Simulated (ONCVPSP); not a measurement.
As (Z = 33), ONCV: configuration errors across variants

As (Z = 33), optimised norm-conserving Vanderbilt (ONCV), made with ONCVPSP 4.0.1 (LDA (Perdew-Zunger), scalar-relativistic). Core [Ne], reference 3s2 3p6 3d10 4s2 4p3. Waves: 3s+4s: rc 0.95 bohr, ncon 5, nbas 9, qcut 16.4 1/bohr, 2 projectors; 3p+4p: rc 0.95 bohr, ncon 4, nbas 7, qcut 16.8 1/bohr, 2 projectors; 3d: rc 1.00 bohr, ncon 4, nbas 8, qcut 17.5 1/bohr, 2 projectors, debl 2 Ha. Local part: polynomial inside 0.60 bohr (lpopt 5, dvloc0 0 Ha). Core correction: none.

All-electron excitation energies from the reference (eV): (1) 3s2 3p6 3d10 4s2 4p2 9.325; (2) 3s2 3p6 3d10 4s2 4p1 27.488; (3) 3s2 3p6 3d10 4s2 4p0 55.528; (4) 3s2 3p6 3d10 4s1 4p0 106.641.

1 further variants failed, have other tests or another functional or relativity, and are left out.

Errors AE − PS in meV (a dash: test not solved or not reliable):

| change | (1) | (2) | (3) | (4) | bound ghosts | GHOST(+) flags above zero |
| --- | --- | --- | --- | --- | --- | --- |
| base | -0.5 | -1.9 | -4.2 | -8.0 | none | s |
| core correction Teter function, fcfact 1.75, rcfact 1.35 | -0.5 | -1.9 | -4.2 | -8.1 | none | s |
| local potential polynomial inside 0.60 bohr (lpopt 5, dvloc0 5 Ha) | -0.5 | -1.8 | -4.1 | -7.8 | none | none |

Q: Give the same row for: local potential polynomial inside 0.75 bohr (lpopt 5, dvloc0 2 Ha).

A: -0.6, -2.0, -4.4, -7.6; bound ghosts: none; GHOST(+) flags above zero: none.
